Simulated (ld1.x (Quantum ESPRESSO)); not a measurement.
# fluorine: variants of one ultrasoft potential

Base potential:

ld1.x (Quantum ESPRESSO) 7.5 input, shortened:

```
&input
   title='F', zed=9., rel=1, dft='BP', iswitch=3,
   config='[He] 2s1 2p6 3d-2'
 /
 &inputp
   pseudotype=3, tm=.true., lloc=-2, rcloc=0.70,
   nlcc=.false.,
   which_augfun='PSQ', rmatch_augfun=0.55
 /
6
2S  1  0   1.00   0.00  0.65  0.85  0.0
2S  1  0   0.00   0.05  0.65  0.85  0.0
2P  2  1   6.00   0.00  0.85  1.20  0.0
2P  2  1   0.00  -0.55  0.85  1.20  0.0
3D  3  2  -2.00  -0.10  0.80  0.95  0.0
3D  3  2  -2.00   1.25  0.80  0.95  0.0
 &test
   configts(1)='2s1 2p6'
 /
```

All-electron outer shells of the reference configuration (BP86, scalar-relativistic, ld1.x):

```json
{"shell": "1s", "level (eV)": "-664.61", "outermost node (bohr)": "–", "outermost maximum (bohr)": "0.11"}
{"shell": "2s", "level (eV)": "-30.48", "outermost node (bohr)": "0.24", "outermost maximum (bohr)": "0.76"}
{"shell": "2p", "level (eV)": "-11.64", "outermost node (bohr)": "–", "outermost maximum (bohr)": "0.71"}
```

Cutoffs, loose and tight: the cutoffs (Ry, on a coarse ladder) from which the occupation-weighted sum of valence levels, in a spherical-Bessel basis at the reference potential, stays within 10 and 1 mRy of its value at 400 Ry. They do not see the model core or the augmentation charge, which bear on the density cutoff. Test errors are all-electron minus pseudo excitation energies from the reference, over the configurations 2s2 2p5; 2s2 2p4; 2s2 2p3; 2s2 2p5.3; 2s2 2p4.5; 2s2 2p1; 2s2 2p2. A dash means not determined; rows that change the core or the reference have their own tests.

```csv
change,outcome,"cutoff, loose","cutoff, tight",bound ghosts,largest test error (meV)
base,generated,50 Ry,90 Ry,none,+203
"wave 2p channel at -0.55 Ry: rcut 0.85, rcutus 1.20 bohr becomes 2p channel at -0.73 Ry: rcut 0.85, rcutus 1.20 bohr",generated,55 Ry,90 Ry,none,+212
"wave 2p channel at -0.55 Ry: rcut 0.85, rcutus 1.20 bohr becomes 2p channel at -0.63 Ry: rcut 0.85, rcutus 1.20 bohr",generated,55 Ry,90 Ry,none,+204
"wave 2p channel at -0.55 Ry: rcut 0.85, rcutus 1.20 bohr becomes 2p channel at -0.51 Ry: rcut 0.85, rcutus 1.20 bohr",generated,50 Ry,90 Ry,none,+203
"wave 2p channel at -0.55 Ry: rcut 0.85, rcutus 1.20 bohr becomes 2p channel at -0.24 Ry: rcut 0.85, rcutus 1.20 bohr",generated,50 Ry,90 Ry,none,+205
"wave 2p channel at -0.55 Ry: rcut 0.85, rcutus 1.20 bohr becomes 2p channel at 0.08 Ry: rcut 0.85, rcutus 1.20 bohr",generated,50 Ry,90 Ry,none,+205
"wave 2p channel at -0.55 Ry: rcut 0.85, rcutus 1.20 bohr becomes 2p channel at 0.78 Ry: rcut 0.85, rcutus 1.20 bohr",generated,50 Ry,90 Ry,none,+201
"wave 2p channel at -0.55 Ry: rcut 0.85, rcutus 1.20 bohr becomes 2p channel at 1.6 Ry: rcut 0.85, rcutus 1.20 bohr",generated,50 Ry,90 Ry,none,+197
```

(1) What comes out with this change to the base: wave 2p channel at -0.55 Ry: rcut 0.85, rcutus 1.20 bohr becomes 2p channel at 3.45 Ry: rcut 0.85, rcutus 1.20 bohr?

(2) What comes out with this change to the base: wave 2p channel at -0.55 Ry: rcut 0.85, rcutus 1.20 bohr becomes 2p channel at 5.74 Ry: rcut 0.85, rcutus 1.20 bohr?

Results:

(1) outcome: generated; cutoff, loose: 50 Ry; cutoff, tight: 90 Ry; bound ghosts: none; largest test error (meV): +238.

(2) outcome: generated; cutoff, loose: 50 Ry; cutoff, tight: 90 Ry; bound ghosts: none; largest test error (meV): +497.
